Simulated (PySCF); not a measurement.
A ladder of Hamiltonians for Re⁶¹⁺ (rhenium, charge +61)

Occupied: 1s1/2, 2s1/2, 2p1/2, 2p3/2, 3s1/2, 3p1/2. Hartree-Fock calculated with PySCF 2.14 in an even-tempered Gaussian basis (16 s from 8.5 bohr⁻², ratio 2.7; 14 p from 10 bohr⁻², ratio 2.7), Gaussian nucleus throughout. NR is non-relativistic, sf-X2C the spin-free one-electron X2C Hamiltonian, X2C adds the bare one-electron spin-orbit term, X2C-SNSO screens it by Boettger's factors, DC is four-component Dirac-Coulomb, and the Gaunt and Breit terms are added at first order (total energies over the DC spinors, levels after relaxing the spinors in that mean field). QED terms are absent. Levels marked empty are virtual spinors of this ion; the basis has s and p functions only, so 3d, which can lie below the n = 4 levels, is absent.

| Hamiltonian | E (hartree) | E − E(DC) (hartree) | CPU seconds |
| --- | --- | --- | --- |
| X2C | -12447.1216 | 4.3697 | 0.25 |
| X2C-SNSO | -12445.4701 | 6.0211 | 0.25 |
| DC | -12451.4912 | 0.0000 | 11 |
| DC+Gaunt | -12435.1725 | 16.3187 | 18 |
| DC+Breit | -12436.6410 | 14.8502 | 50 |

Question: Give the 2p spin-orbit interval with each Hamiltonian that has one.

Answer: X2C 1544; X2C-SNSO 1498; DC 1498; DC+Gaunt 1481; DC+Breit 1481 (eV).

```
   level (eV)       X2C  X2C-SNSO        DC  DC+Gaunt  DC+Breit
        1s1/2  -77042.8  -77044.5  -77132.9  -76875.7  -76893.3
        2s1/2  -17387.9  -17388.5  -17401.3  -17372.8  -17375.0
        2p1/2  -16917.8  -16883.5  -16891.9  -16843.5  -16848.3
        2p3/2  -15374.0  -15385.4  -15394.3  -15362.9  -15367.6
        3s1/2   -6982.7   -6983.0   -6986.1   -6978.9   -6979.7
        3p1/2   -6822.9   -6814.0   -6816.3   -6803.8   -6805.4
3p3/2 (empty)   -6297.1   -6300.1   -6302.0   -6294.2   -6295.8
4s1/2 (empty)   -3636.3   -3636.4   -3637.5   -3634.8   -3635.2
```

Weight of the small component: 1s1/2 0.0803, 2s1/2 0.0187, 2p1/2 0.0186, 2p3/2 0.0169, 3s1/2 0.00722, 3p1/2 0.00716, 3p3/2 0.00663, 4s1/2 0.00341.

Koopmans' value for the highest occupied level at DC+Breit: 6805.4 eV, against an ionisation energy of 6810 ± 12 eV (theoretical estimate listed by NIST; NIST Atomic Spectra Database, ionization energies); the former lacks relaxation, correlation, QED and recoil.

The whole ladder took 81 s of wall time on 1 thread of Neoverse-V1 (shared host), launched as `OMP_NUM_THREADS=1 python relrun2.py TASK.json OUT` (a driver that calls PySCF for each Hamiltonian).
